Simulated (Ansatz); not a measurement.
Problem. Predict a relaxed structure of Si5Mo2⁺ (the lowest doublet isomer of a short search), charge 1, doublet, at r2SCAN-D4/def2-SVP (Ansatz).

Solution. 
| atom | x (Å) | y (Å) | z (Å) |
| --- | --- | --- | --- |
| Mo1 | 0.9949 | 0.9720 | -0.0170 |
| Mo2 | 1.5213 | -0.5146 | 1.5918 |
| Si3 | 0.5865 | -0.2195 | -2.1439 |
| Si4 | -0.8149 | -0.1622 | 1.4851 |
| Si5 | -1.3190 | 1.7736 | 0.3208 |
| Si6 | -1.5154 | -0.2618 | -0.9597 |
| Si7 | 0.5467 | -1.5874 | -0.2771 |
Point group Cs (tolerance 0.1 Å). This is one stationary point.

In the def2 sets Mo takes a core potential; there is no spin–orbit coupling. The structure comes from a short search, and lower isomers may exist.
